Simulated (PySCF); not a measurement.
Mapped SMILES: `[CH3:1][O:2][B:3]([GeH3:4])[O:5][CH3:6]` (H(Xn): hydrogen on atom n).

Geometry: PBE0-D3(BJ)/def2-SVP; GIAO absolute shieldings from PySCF, gas phase, non-relativistic, averaged over equivalent atoms.

At PBE0/6-31G (90 basis functions, 10 s wall time on 1 thread of an Arm Neoverse V1, shared host):
```tsv
atoms	σ (ppm)
C1/C6	148.3
O2/O5	201.8
B3	85.5
Ge4	1971.9
H(C1)/H(C6)	28.67
H(Ge4)	29.16
```

**Question.** Estimate the result of repeating the calculation with PBE/pcSseg-1.

**Answer.** 
```csv
atoms,σ at PBE/pcSseg-1,change
C1/C6,124.7,-23.6
O2/O5,181.8,-20.0
B3,65.7,-19.8
Ge4,1655.7,-316.2
H(C1)/H(C6),27.39,-1.28
H(Ge4),27.84,-1.32
```

The largest change is at Ge4 (germanium bonded to B, 3 H). Cost: 171 basis functions, 29 s wall time on 1 thread of an Arm Neoverse V1, shared host.

Relativistic effects, spin–orbit coupling among them, are left out; they matter for Ge and for the light atoms bonded to it.
